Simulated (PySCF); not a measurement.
B(OH)(OMe)(iPr), SMILES COB(O)C(C)C (C₄H₁₁BO₂), GFN2-xTB optimised geometry.

```
18

B     -0.14    -0.14     0.00
O     -0.72    -1.36     0.00
H     -0.09    -2.08     0.00
O      1.21    -0.14     0.00
C      2.07     0.97     0.00
H      2.70     0.93     0.89
H      2.71     0.92    -0.89
H      1.53     1.92    -0.01
C     -1.12     1.14     0.00
C     -1.99     1.16     1.27
C     -2.03     1.13    -1.24
H     -0.56     2.08    -0.02
H     -2.67     2.00     1.26
H     -2.57     0.24     1.33
H     -1.36     1.23     2.16
H     -1.44     1.18    -2.15
H     -2.71     1.98    -1.22
H     -2.61     0.21    -1.26
```

Density from PBE0/def2-SVP (PySCF) at that geometry.

Minimum of the electron density along straight lines between bonded atoms, close to the bond critical point (lines longer than 1.1 times the sum of covalent radii, or with two minima, are not listed):

```
bond     length / Å  ρ at the minimum / e bohr⁻³  ∇²ρ there / e bohr⁻⁵  position (fraction from the first atom)
-------  ----------  ---------------------------  --------------------  ---------------------------------------
B1–O2         1.353                        0.206                  1.17                                     0.33
O2–H3         0.958                        0.358                     ?                                     0.82
B1–O4         1.359                        0.198                  1.14                                     0.33
O4–C5         1.403                        0.256                 -0.32                                     0.66
C5–H6         1.093                        0.282                 -1.07                                     0.63
C5–H7         1.093                        0.282                 -1.07                                     0.63
C5–H8         1.091                        0.282                 -1.07                                     0.64
B1–C9         1.612                            ?                     ?                                     0.33
C9–C10        1.534                        0.237                 -0.52                                     0.50
C9–C11        1.534                        0.237                 -0.52                                     0.50
C9–H12        1.096                        0.271                 -0.94                                     0.61
C10–H13       1.089                        0.275                 -1.00                                     0.62
C10–H14       1.087                        0.278                 -1.03                                     0.63
C10–H15       1.088                        0.276                 -1.00                                     0.62
C11–H16       1.088                        0.276                 -1.00                                     0.62
C11–H17       1.089                        0.275                 -0.99                                     0.62
C11–H18       1.087                        0.278                 -1.03                                     0.63
```

Question: Some entries are withheld; supply them.

Answer: 
- O2–H3, ∇²ρ there / e bohr⁻⁵: -2.42
- B1–C9, ρ at the minimum / e bohr⁻³: 0.178
- B1–C9, ∇²ρ there / e bohr⁻⁵: -0.28
